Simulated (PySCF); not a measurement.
(3E)-hexa-1,3-diene (C₆H₁₀), SMILES C(/C=C/C=C)C.

The structure is a stationary point at PBE-D3(BJ)/def2-SVP. Other conformers were not sampled.

Computed with PySCF with PBE-D3(BJ)/def2-SVP.

No scaling factor is applied to the harmonic values.

| mode | ν (cm⁻¹) | IR (km/mol) | moving atoms (share of kinetic energy) |
|---|---|---|---|
| 1 | 66 | 0.2 | C 67 %, H 33 % |
| 2 | 150 | 1.1 | C 61 %, H 39 % |
| 3 | 177 | 0.6 | C 53 %, H 47 % |
| 4 | 195 | 0.2 | H 51 %, C 49 % |
| 5 | 260 | 0.7 | H 70 %, C 30 % |
| 6 | 376 | 0.9 | C 62 %, H 38 % |
| 7 | 437 | 0.4 | C 66 %, H 34 % |
| 8 | 486 | 0.2 | C 67 %, H 33 % |
| 9 | 643 | 2.2 | H 70 %, C 30 % |
| 10 | 762 | 7.2 | H 83 %, C 17 % |
| 11 | 844 | 7.5 | H 56 %, C 44 % |
| 12 | 878 | 27.7 | H 70 %, C 30 % |
| 13 | 889 | 5.9 | H 62 %, C 38 % |
| 14 | 926 | 2.7 | H 61 %, C 39 % |
| 15 | 944 | 7.5 | H 85 %, C 15 % |
| 16 | 1008 | 10.4 | H 66 %, C 34 % |
| 17 | 1012 | 29.0 | H 84 %, C 16 % |
| 18 | 1047 | 1.5 | C 55 %, H 45 % |
| 19 | 1105 | 0.7 | C 57 %, H 43 % |
| 20 | 1176 | 0.8 | C 51 %, H 49 % |
| 21 | 1209 | 1.0 | H 78 %, C 22 % |
| 22 | 1241 | 3.0 | H 79 %, C 21 % |
| 23 | 1265 | 4.7 | H 75 %, C 25 % |
| 24 | 1267 | 0.2 | H 70 %, C 30 % |
| 25 | 1302 | 4.6 | H 65 %, C 35 % |
| 26 | 1342 | 0.8 | H 79 %, C 21 % |
| 27 | 1386 | 2.3 | H 78 %, C 22 % |
| 28 | 1401 | 3.6 | H 92 % |
| 29 | 1418 | 6.5 | H 97 % |
| 30 | 1430 | 4.0 | H 93 % |
| 31 | 1629 | 4.7 | C 88 %, H 12 % |
| 32 | 1680 | 14.1 | C 91 %, H 9 % |
| 33 | 2945 | 25.8 | H 94 % |
| 34 | 2969 | 33.2 | H 97 % |
| 35 | 3007 | 7.6 | H 91 %, C 9 % |
| 36 | 3051 | 5.7 | H 92 %, C 8 % |
| 37 | 3057 | 11.0 | H 91 %, C 9 % |
| 38 | 3059 | 27.7 | H 92 %, C 8 % |
| 39 | 3065 | 22.4 | H 90 %, C 10 % |
| 40 | 3069 | 28.7 | H 93 % |
| 41 | 3076 | 3.2 | H 93 % |
| 42 | 3176 | 8.0 | H 89 %, C 11 % |
